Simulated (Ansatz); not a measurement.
C3H5AlF2 can be A, `F[CH2][Al]1[CH2][CH]1F`, or B, `[CH3][Al]1[CH2][C]1(F)F`.

Calculated with Ansatz (gas phase, PBE0-D4/def2-TZVP geometries, no zero-point term in ΔE). CBS: MP2 limit from def2 TZ/QZ plus the TZ coupled-cluster correction, frozen cores. Functionals use def2-TZVPP. One conformer a species, not always the lowest.

A:

```xyz
11

F     1.9249    0.8560   -2.2789
C     1.0636    1.4551   -1.3640
Al    0.0888    0.1173   -0.2810
C    -0.9943   -0.2849    1.2486
C    -0.5248   -1.5377    0.4788
F     0.1136   -2.5140    1.2184
H     1.6546    2.1185   -0.7207
H     0.3682    2.0963   -1.9189
H    -0.3116   -0.0791    2.0859
H    -2.0250   -0.2282    1.5908
H    -1.3580   -1.9992   -0.0590
```

B:

```xyz
11

C     0.835    2.073    0.480
Al    0.111    0.331    0.035
C     0.118   -1.595    0.057
C    -1.118   -1.003   -0.658
F    -2.254   -1.237    0.075
F    -1.341   -1.497   -1.903
H     1.926    2.045    0.527
H     0.471    2.380    1.466
H     0.533    2.836   -0.240
H    -0.091   -2.320    0.844
H     0.808   -2.014   -0.683
```

**Question.** Which isomer does CCSD(T)/CBS put lower? Give the gap. (Estimate.)

**Answer.** The calculation gave: B, by 19.4 kcal/mol.

**Question.** Give E(B) − E(A) in kcal/mol with CCSD(T)/def2-TZVPP, CCSD/def2-TZVPP, ωB97M-V, PBE0-D4, MP2/def2-TZVPP, B2PLYP, PBE-D4. (An estimate is asked.)

**Answer.** The calculation gave: CCSD(T)/def2-TZVPP -19.4, CCSD/def2-TZVPP -19.2, ωB97M-V -20.0, PBE0-D4 -19.4, MP2/def2-TZVPP -19.8, B2PLYP -18.9, PBE-D4 -18.9. None reverses the order clearly.

Largest T1 diagnostic: 0.013.
